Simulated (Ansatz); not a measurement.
`CB(F)[SeH]` + `NCF` → `NC(F)[SeH]` + `CBF`  (formal exchange of groups at the Se–B bond)

Program: Ansatz. Geometries: PBE0-D4/def2-TZVP. ΔE: electronic, gas phase. CCSD(T)/CBS is the MP2 limit (def2-TZVPP, def2-QZVPP) plus CCSD(T) − MP2 in def2-TZVPP, frozen cores. This one scheme is used for every species. Functionals use def2-TZVPP. For Se outer-core shells are correlated without core-valence functions, which leaves a few kJ/mol of doubt a bond. Scalar relativity is left out up to krypton. One conformer a species, not always the lowest.

```csv
species,r2SCAN-D4 energy (Eh)
`CB(F)[SeH]`,-2566.82967
`NCF`,-195.09361
`NC(F)[SeH]`,-2596.63129
`CBF`,-165.24304
```

Question: Work out ΔE.

Answer: ΔE = (-2596.63129) + (-165.24304) − (-2566.82967) − (-195.09361) = 0.04895 Eh = +1.33 eV. CCSD(T)/CBS gives +1.34 eV.

Question: What do rigid-rotor, harmonic-oscillator terms from PBE0-D4/def2-TZVP frequencies (298.15 K, 1 bar) make of the CCSD(T)/CBS value? (Best estimate.)

Answer: Ansatz gave: ΔZPE = -0.10 eV, ΔH = +1.25 eV, ΔS = 7 J/(mol·K), ΔG = +1.23 eV.

Largest T1 diagnostic among the species: 0.012.

At CCSD(T), def2-SVP lies +0.08 eV from the extrapolated value and def2-TZVPP +0.00 eV. From PBE to PBE0 (25 % exact exchange), in def2-TZVPP and without D4, ΔE moves by +0.04 eV.
